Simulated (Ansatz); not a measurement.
**Question.** Name a neutral molecule of C, O, S, Si and H with LUMO energy (PBE0/def2-TZVPP) between 0.00 and 0.30 eV and size of the dipole moment (PBE/def2-TZVPP) between 1.25 and 1.55 D (Ansatz, PBE0-D4/def2-TZVP geometry).

**Answer.** `O[SiH]1CS1` (0.17 eV, 1.44 D); `[SiH3]OCS` (0.03 eV, 1.43 D); `[SiH3]SC1CO1` (0.13 eV, 1.26 D); `O[Si]1(S)CO1` (0.13 eV, 1.46 D); `O[SiH]1OCS1` (0.00 eV, 1.26 D). Other molecules can fit too; these were computed, each in one conformer that needn't be the lowest.
